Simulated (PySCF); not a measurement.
System: CH$_{3}$Zn, charge 1, multiplicity 1. SMILES: [CH3][Zn+]
Structure (B3LYP-D3(BJ)/def2-TZVP (Ansatz) minimum search):
```xyz
5

Zn    -0.3464    -0.1992    -0.2734
C      1.0935     0.6288     0.8630
H      1.5632    -0.2249     1.3432
H      0.5446     1.2815     1.5361
H      1.7219     1.1459     0.1433
```
Charge +1, spin multiplicity 1.

Dispersion corrections to the total energy (kcal/mol) from the dftd3 and dftd4 libraries through PySCF: D3(BJ) without and D4 with the three-body term, each with the damping fitted for the functional named.

```tsv
functional	D3(BJ)	D4
TPSSh	-1.68	-1.41
B2PLYP	-1.26	-0.80
HSE06	-0.93	…
BHLYP	-2.16	…
BP86	-2.40	-1.53
B2GP-PLYP	-1.13	…
PBE0	-1.25	-0.96
```

### Question
Fill in the missing entries.

### Answer

- HSE06, D4: -0.89
- BHLYP, D4: -1.48
- B2GP-PLYP, D4: -0.47
